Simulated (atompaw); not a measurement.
**What the settings do to the PAW (atompaw) potential of barium**

Base potential:

Ba, PAW, made with atompaw 4.2.0.5 (PBEsol, scalar-relativistic). Core [Kr] 4d10, reference 5s2 5p6 5d0 6s2 6p0. Waves: 5s (bound): rc 2.65 bohr; 6s (bound): rc 3.00 bohr; 5p (bound): rc 2.20 bohr; 6p (bound, empty): rc 3.00 bohr; 5d (bound, empty): rc 3.00 bohr; 5d channel at 2.25 Ry: rc 3.00 bohr. Local part: troulliermartins scheme with l = 3 at 0 Ry, radius 2.55 bohr. Core correction: smooth core density matched at 1.50 bohr. Augmentation charge: sinc compensation charge, radius 2.60 bohr; PAW radius 3.00 bohr; waves and projectors: custom polynom2 7 10 vanderbiltortho.

Cutoffs, loose and tight: the cutoffs (Ry, on a coarse ladder) from which the occupation-weighted sum of valence levels, in a spherical-Bessel basis at the reference potential, stays within 10 and 1 mRy of its value at 400 Ry. They see the waves, projectors and local potential, not the compensation charge or the core. A dash means not determined.

A true bound ghost makes a file unfit for plane-wave use even where its test errors are small: the radial tests pick states by their node count and pass the ghost by.

| change | outcome | cutoff, loose | cutoff, tight | bound ghosts |
| --- | --- | --- | --- | --- |
| base | generated | 12 Ry | 35 Ry | s |
| wave 5s (bound): rc 2.65 bohr becomes 5s (bound): rc 1.60 bohr | generated | 18 Ry | 25 Ry | s |
| wave 5s (bound): rc 2.65 bohr becomes 5s (bound): rc 1.90 bohr | generated | 12 Ry | 25 Ry | s |
| wave 5s (bound): rc 2.65 bohr becomes 5s (bound): rc 2.70 bohr | generated | 12 Ry | 30 Ry | s |

Q: What comes out with this change to the base: wave 5s (bound): rc 2.65 bohr becomes 5s (bound): rc 2.08 bohr?

A: outcome: generated; cutoff, loose: 10 Ry; cutoff, tight: 21 Ry; bound ghosts: s.

Q: What comes out with this change to the base: wave 5s (bound): rc 2.65 bohr becomes 5s (bound): rc 2.84 bohr?

A: outcome: generated; cutoff, loose: 15 Ry; cutoff, tight: 30 Ry; bound ghosts: s.

Q: What comes out with this change to the base: wave 5s (bound): rc 2.65 bohr becomes 5s (bound): rc 2.36 bohr?

A: outcome: generated; cutoff, loose: 25 Ry; cutoff, tight: 25 Ry; bound ghosts: s.
